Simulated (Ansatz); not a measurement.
`B[SiH](Br)N=C`. Charge 0, multiplicity 1.

```xyz
10

B    -0.354    1.517    1.202
Si   -0.082    0.716   -0.554
Br   -2.113    0.072    0.429
N     0.995   -0.573   -0.841
C     0.934   -1.813   -0.659
H     0.073    0.946    2.158
H    -0.884    2.581    1.285
H    -0.408    1.326   -1.860
H     1.802   -2.445   -0.872
H     0.037   -2.327   -0.288
```

(1) List the harmonic frequencies (cm⁻¹, unscaled) at PBE0-D4/def2-TZVP in Ansatz. (An estimate is asked.)

(2) Is this a minimum?

(3) Give the ideal-gas thermochemistry at 298.15 K and 1 bar (rigid rotor, harmonic oscillator; point group C1, symmetry number 1).

Results:

(1) Computed: 82, 115, 137, 241, 287, 341, 481, 613, 629, 657, 688, 768, 853, 897, 1120, 1127, 1209, 1519, 1787, 2268, 2600, 2706, 3007, 3093.

(2) Yes, all 24 modes are real.

(3) Zero-point energy 162.8 kJ/mol; H(298) − E = 184.6 kJ/mol; entropy 360.6 J/(mol·K), of which translation 171.3, rotation 116.9, vibration 72.4; G(298) − E = 77.1 kJ/mol. Modes under 100 cm⁻¹ are hindered rotations or soft bends, so the harmonic entropy is rough.
